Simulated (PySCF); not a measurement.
Silver: highly charged ions in a basis for the neutral atom

Ag⁷⁺ [Kr] 4d4, Ag⁸⁺ [Kr] 4d3. All numbers are calculated (PySCF 2.14, scalar relativity through the core potential, in cc-pVDZ-PP with ECP28MDF (4s4p3d1f, 38 functions)). No spin-orbit coupling, so a gap to NIST mixes the basis error with missing relativistic terms.

Changed run: basis of the neutral atom used for a highly charged ion. This setting is unsound on purpose.

```csv
species,method,sound run (hartree),changed run (hartree),converged
Ag⁷⁺,UHF,not run,-132.76189,yes
Ag⁷⁺,r2SCAN,not run,-133.30811,yes
Ag⁷⁺,TPSS,not run,-133.22132,yes
Ag⁸⁺,UHF,not run,-128.15350,yes
Ag⁸⁺,r2SCAN,not run,-128.67425,yes
Ag⁸⁺,TPSS,not run,-128.60320,yes
```

Ionisation energy of Ag⁷⁺:

```
method  changed run (eV)  NIST (eV)
   UHF            125.40  125 ± 2.1
r2SCAN            126.09  125 ± 2.1
  TPSS            125.67  125 ± 2.1
```

The contracted functions were made for the neutral atom and can be too rigid for a highly charged ion.
